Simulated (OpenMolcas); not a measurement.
Cu³⁺: Racah parameters, the spin-orbit constant, worked from levels

* Program: OpenMolcas
* Basis: ANO-RCC-VTZP [6s5p3d2f1g]
* Scalar Hamiltonian: DKH2, point nucleus
* Active space: 8 electrons in 10 orbitals (3d 4d)
* State averaging: 2S+1 = 3 even, 10 roots; 2S+1 = 1 even, 15 roots
* Spin-orbit coupling: RASSI with atomic mean-field integrals over the reference wave functions, term energies averaged over their components

Methods: CASSCF; SS-CASPT2, IPEA 0.25 Eh, imaginary shift 0.1 Eh (closed shells correlated: 3s 3p). Measured levels: Sugar and Musgrove, J. Phys. Chem. Ref. Data 19, 527 (1990).

**Racah parameters.** Above 3F, d8 has 3P at 15B, 1G at 12B + 2C and 1D at 5B + 2C. The first two fix B and C, and the third tests them; where it misses by thousands of cm-1, two parameters do not describe the configuration (Trees and configuration-interaction terms are left out) and B and C hang on the terms chosen. Term energies are centres of gravity, weighted by 2J + 1.

| Source | 3P | 1G | B | C | C/B | 1D from B, C | 1D found |
| --- | --- | --- | --- | --- | --- | --- | --- |
| CASSCF | 21917 | 28460 | 1461 | 5463 | 3.74 | 18231 | 18020 |
| SS-CASPT2 | 18862 | 26197 | 1257 | 5554 | 4.42 | 17393 | 14866 |
| measured | 18557 | 25560 | 1237 | 5357 | 4.33 | 16899 | 14895 |

Energies in cm-1. From CASSCF to SS-CASPT2, B changes by -14.0 % and C by +1.7 %. Against the measured terms, SS-CASPT2 has B off by +1.6 % and C by +3.7 %.

**The spin-orbit constant.** For the Hund term 3F of d8, E(J) = (A/2) J(J+1) + constant and ζ = -2S·A = -2A. From J = 2 to J = 4 the energy changes by 7 A.

```tsv
Source	E(4) - E(2)	A	ζ
CASSCF	-3025.1	-432.2	864
SS-CASPT2	-2999.6	-428.5	857
measured	-3077.6	-439.7	879
```

All in cm-1. SS-CASPT2 is off by -2.5 % and CASSCF by -1.7 %. Both methods take the spin-orbit matrix elements from the reference wave functions, so the second can move ζ only through the term energies and any multistate remixing. Second-order mixing with other terms is absorbed into this ζ.

Term energies are means over components that CASPT2 splits; among the terms shown or strongly mixed into the levels shown the widest spread is 630 cm-1 (3d8 1G, SS-CASPT2). Active for correlation alone: 4d; no level in the range computed is led by a configuration that fills it, so any true level of that kind is missing. Without dynamic correlation excited terms often stand tens of per cent too high (terms of higher spin than the ground term too low), and those without a measured partner can miss by more than the paired ones (holds for CASSCF). Measured partners are found by configuration, term and J. A level has none where our copy of the source lacks it or the pairing is in doubt (some pairs that miss far off the trend of their configuration count as doubtful), and it then counts in no deviation. Levels of configurations outside the active space are missing.
